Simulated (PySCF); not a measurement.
C₇H₁₁O (charge -1).
Z-matrix (Å and degrees, GFN2-xTB geometry), rows numbered from 1:
```
C 
C   1  1.3555
O   2  1.2684  1  127.75
C   2  1.5605  1  116.05  3  -179.83
C   4  1.5258  2  109.62  1  -127.89
C   5  1.5094  4  113.12  2  -168.81
C   6  1.4977  5  119.93  4    83.17
C   7  1.5004  6   60.06  5   110.23
H   1  1.0822  2  122.25  3   179.90
H   1  1.0803  2  121.34  3     0.96
H   4  1.0962  2  108.29  1   113.53
H   4  1.0937  2  111.05  1    -5.20
H   5  1.0928  4  106.89  2   -47.24
H   5  1.0954  4  109.12  2    69.00
H   6  1.0865  5  113.77  4   -60.88
H   7  1.0822  6  119.21  8   107.87
H   7  1.0794  6  117.45  8  -107.85
H   8  1.0824  6  119.17  7  -107.89
H   8  1.0800  6  117.76  7   107.73
```

PySCF, density fitting, gas phase, GFN2-xTB geometry. The standard run uses grid level 2 after a coarse-grid start, the def2-universal JK fitting basis (with tight functions added where the orbital basis needs them), an energy threshold of 1e-9 Eh and DIIS. The changed runs have no coarse-grid stage.

Problem. Standard PBE0/pcSseg-1: E = -348.108305 Eh, HOMO 0.336 eV, LUMO 4.515 eV, 15 cycles (coarse-grid cycles included). What changes at PBE0/pcSseg-1 with: grid level 1, energy threshold 1e-07 Eh?

Solution. E = -348.108357 Eh (-0.052 mEh), HOMO 0.335 eV (-0.001), LUMO 4.514 eV (-0.001), 11 SCF cycles. Of the changed settings only the grid enters the energy expression; the total energy moves by 0.03 kcal/mol.

The cycles:
```
cycle   1  E = -347.9051857986  dE =  1.100e+00  |g| = 9.344e-01  |ddm| = 3.830e+00
cycle   2  E = -345.5385274637  dE =  2.367e+00  |g| = 2.494e+00  |ddm| = 1.322e+01
cycle   3  E = -348.0018709761  dE = -2.463e+00  |g| = 6.405e-01  |ddm| = 1.319e+01
cycle   4  E = -348.0941561686  dE = -9.229e-02  |g| = 2.256e-01  |ddm| = 5.973e-01
cycle   5  E = -348.1054263944  dE = -1.127e-02  |g| = 1.055e-01  |ddm| = 4.163e-01
cycle   6  E = -348.1081018349  dE = -2.675e-03  |g| = 3.346e-02  |ddm| = 1.303e-01
cycle   7  E = -348.1083471543  dE = -2.453e-04  |g| = 6.221e-03  |ddm| = 4.071e-02
cycle   8  E = -348.1083562549  dE = -9.101e-06  |g| = 1.899e-03  |ddm| = 1.027e-02
cycle   9  E = -348.1083569527  dE = -6.979e-07  |g| = 7.499e-04  |ddm| = 2.318e-03
cycle  10  E = -348.1083570885  dE = -1.358e-07  |g| = 1.265e-04  |ddm| = 8.598e-04
cycle  11  E = -348.1083570924  dE = -3.856e-09  |g| = 3.293e-05  |ddm| = 1.915e-04
```
